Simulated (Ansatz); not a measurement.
`c1ccc(-c2ccc(-c3ccc(-c4ccc(-c5ccc(-c6ccc(-c7ccc(-c8ccc(-c9ccccc9)cc8)cc7)cc6)cc5)cc4)cc3)cc2)cc1`. Total charge 0; singlet. Geometry PBE-D4/def2-SVP; atoms count from 1.

```xyz
92

C    -9.963   11.252   11.286
C   -10.350   11.068    9.948
C    -9.604   10.233    9.106
C    -8.452    9.562    9.580
C    -7.663    8.679    8.689
C    -7.030    7.514    9.182
C    -6.287    6.681    8.342
C    -6.137    6.971    6.966
C    -5.349    6.088    6.076
C    -5.692    5.922    4.714
C    -4.949    5.088    3.874
C    -3.826    4.376    4.353
C    -3.040    3.490    3.464
C    -2.875    3.786    2.091
C    -2.134    2.950    1.252
C    -1.520    1.774    1.742
C    -0.737    0.886    0.853
C    -1.064    0.742   -0.515
C    -0.326   -0.098   -1.354
C     0.777   -0.837   -0.867
C     1.557   -1.729   -1.755
C     2.140   -2.922   -1.269
C     2.873   -3.766   -2.107
C     3.066   -3.457   -3.474
C     3.844   -4.351   -4.361
C     4.625   -3.836   -5.422
C     5.361   -4.679   -6.258
C     5.351   -6.082   -6.079
C     6.130   -6.976   -6.966
C     7.366   -6.568   -7.518
C     8.102   -7.413   -8.355
C     7.639   -8.708   -8.681
C     8.419   -9.604   -9.567
C     9.186   -9.084  -10.636
C     9.924   -9.931  -11.474
C     9.913  -11.320  -11.264
C     9.157  -11.852  -10.208
C     8.419  -11.005   -9.370
C     6.403   -9.116   -8.128
C     5.668   -8.272   -7.292
C     4.570   -6.597   -5.019
C     3.836   -5.754   -4.181
C     2.486   -2.263   -3.959
C     1.749   -1.421   -3.122
C     1.104   -0.693    0.500
C     0.367    0.148    1.339
C    -1.686    1.478    3.115
C    -2.425    2.315    3.955
C    -3.482    4.542    5.715
C    -4.224    5.376    6.554
C    -6.769    8.136    6.473
C    -7.513    8.969    7.313
C    -8.076    9.759   10.930
C    -8.822   10.594   11.772
H   -10.550   11.908   11.948
H   -11.249   11.572    9.558
H    -9.933   10.074    8.068
H    -7.156    7.237   10.240
H    -5.842    5.763    8.754
H    -6.584    6.429    4.315
H    -5.270    4.954    2.830
H    -3.307    4.712    1.682
H    -1.996    3.233    0.198
H    -1.940    1.270   -0.921
H    -0.633   -0.213   -2.404
H     1.996   -3.203   -0.215
H     3.325   -4.678   -1.689
H     4.669   -2.748   -5.582
H     5.943   -4.243   -7.084
H     7.777   -5.581   -7.257
H     9.077   -7.075   -8.736
H     9.180   -8.001  -10.828
H    10.506   -9.503  -12.305
H    10.492  -11.985  -11.923
H     9.148  -12.938  -10.028
H     7.853  -11.432   -8.528
H     5.993  -10.103   -8.390
H     4.692   -8.610   -6.910
H     4.553   -7.683   -4.838
H     3.226   -6.193   -3.377
H     2.600   -1.999   -5.021
H     1.326   -0.491   -3.531
H     1.979   -1.223    0.906
H     0.676    0.264    2.388
H    -1.256    0.552    3.525
H    -2.563    2.033    5.009
H    -2.591    4.034    6.113
H    -3.903    5.511    7.598
H    -6.642    8.415    5.416
H    -7.960    9.887    6.902
H    -7.168    9.270   11.314
H    -8.504   10.738   12.817
```

Single mean-field runs in def2-SVP are fitted with def2-universal-jkfit.

(1) Estimate the Mulliken populations of the heavy atoms from the PBE0/def2-SVP orbitals of Ansatz.

(2) And the Mayer bond orders between heavy atoms (over 0.3, the first 40 of 62)?

Answers

(1) 
| atom | charge (e) |
| --- | --- |
| C1 | -0.02 |
| C2 | -0.02 |
| C3 | -0.04 |
| C4 | 0.02 |
| C5 | 0.03 |
| C6 | -0.03 |
| C7 | -0.04 |
| C8 | 0.03 |
| C9 | 0.03 |
| C10 | -0.04 |
| C11 | -0.04 |
| C12 | 0.03 |
| C13 | 0.03 |
| C14 | -0.04 |
| C15 | -0.04 |
| C16 | 0.03 |
| C17 | 0.03 |
| C18 | -0.04 |
| C19 | -0.04 |
| C20 | 0.03 |
| C21 | 0.03 |
| C22 | -0.03 |
| C23 | -0.03 |
| C24 | 0.03 |
| C25 | 0.03 |
| C26 | -0.03 |
| C27 | -0.04 |
| C28 | 0.03 |
| C29 | 0.03 |
| C30 | -0.04 |
| C31 | -0.04 |
| C32 | 0.03 |
| C33 | 0.02 |
| C34 | -0.04 |
| C35 | -0.02 |
| C36 | -0.02 |
| C37 | -0.02 |
| C38 | -0.04 |
| C39 | -0.04 |
| C40 | -0.04 |
| C41 | -0.04 |
| C42 | -0.04 |
| C43 | -0.03 |
| C44 | -0.04 |
| C45 | -0.04 |
| C46 | -0.04 |
| C47 | -0.04 |
| C48 | -0.04 |
| C49 | -0.04 |
| C50 | -0.04 |
| C51 | -0.04 |
| C52 | -0.03 |
| C53 | -0.04 |
| C54 | -0.02 |
Mulliken values depend strongly on the basis.

(2) C1–C2 1.39 (1.40 Å); C1–C54 1.39 (1.40 Å); C2–C3 1.40 (1.40 Å); C3–C4 1.38 (1.41 Å); C4–C5 1.01 (1.48 Å); C4–C53 1.38 (1.41 Å); C5–C6 1.37 (1.41 Å); C5–C52 1.37 (1.41 Å); C6–C7 1.41 (1.40 Å); C7–C8 1.36 (1.41 Å); C8–C9 1.02 (1.48 Å); C8–C51 1.36 (1.41 Å); C9–C10 1.36 (1.41 Å); C9–C50 1.36 (1.41 Å); C10–C11 1.41 (1.40 Å); C11–C12 1.36 (1.41 Å); C12–C13 1.02 (1.48 Å); C12–C49 1.36 (1.41 Å); C13–C14 1.36 (1.41 Å); C13–C48 1.36 (1.41 Å); C14–C15 1.41 (1.40 Å); C15–C16 1.36 (1.41 Å); C16–C17 1.02 (1.48 Å); C16–C47 1.36 (1.41 Å); C17–C18 1.36 (1.41 Å); C17–C46 1.36 (1.41 Å); C18–C19 1.41 (1.40 Å); C19–C20 1.36 (1.41 Å); C20–C21 1.02 (1.48 Å); C20–C45 1.36 (1.41 Å); C21–C22 1.36 (1.41 Å); C21–C44 1.36 (1.41 Å); C22–C23 1.41 (1.40 Å); C23–C24 1.36 (1.41 Å); C24–C25 1.02 (1.48 Å); C24–C43 1.36 (1.41 Å); C25–C26 1.36 (1.41 Å); C25–C42 1.36 (1.41 Å); C26–C27 1.41 (1.40 Å); C27–C28 1.36 (1.41 Å).
